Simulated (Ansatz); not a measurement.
C5HAlClF7O2 (`FC(F)(F)C1=CC(C(F)(F)F)=[O+][Al-]([F])([Cl])[O]1`), relaxed with RKS PBE-D4/def2-SVP in the Gaussian-basis code of Ansatz from a rough embedded geometry. The force threshold is 0.03 eV/Å; the program also tests the step.

The species carries charge 0 and has multiplicity 1.

Start:

```xyz
17

F     0.167    2.609   -2.443
C     0.745    2.220   -1.319
F     2.062    2.021   -1.581
F     0.649    3.133   -0.374
C     0.092    0.938   -0.828
C     0.565    0.368    0.280
C     0.072   -0.923    0.904
C     0.745   -1.440    2.129
F     0.194   -2.569    2.558
F     0.652   -0.451    3.149
F     2.091   -1.617    1.882
O    -0.890   -1.583    0.430
Al   -1.894   -1.046   -1.084
F    -1.770   -2.338   -2.333
Cl   -3.940   -0.582   -0.524
O    -0.931    0.419   -1.630
H     1.391    0.842    0.783
```

```
step  energy (eV)  largest force (eV/Å)  largest move (Å)
   1  -47374.8086                 4.179             0.000
   2  -47375.5697                 2.307             0.167
   3  -47375.8196                 1.067             0.110
   4  -47375.8547                 0.269             0.028
   5  -47375.8598                 0.065             0.032
   6  -47375.8605                 0.026             0.006
```

End:

```xyz
17

F     0.097    2.612   -2.483
C     0.704    2.195   -1.373
F     2.009    1.976   -1.637
F     0.626    3.164   -0.435
C     0.063    0.899   -0.829
C     0.598    0.338    0.342
C     0.081   -0.857    0.870
C     0.738   -1.433    2.144
F     0.152   -2.567    2.526
F     0.647   -0.529    3.143
F     2.047   -1.667    1.912
O    -0.894   -1.531    0.392
Al   -1.903   -1.084   -1.099
F    -1.642   -2.227   -2.290
Cl   -3.848   -0.552   -0.518
O    -0.918    0.437   -1.505
H     1.443    0.829    0.841
```

It took 15 s on 11 threads of an AMD EPYC 7R13 on a shared host and a whole NVIDIA H100 80 GB, with 0.89 GiB of host memory at the peak.
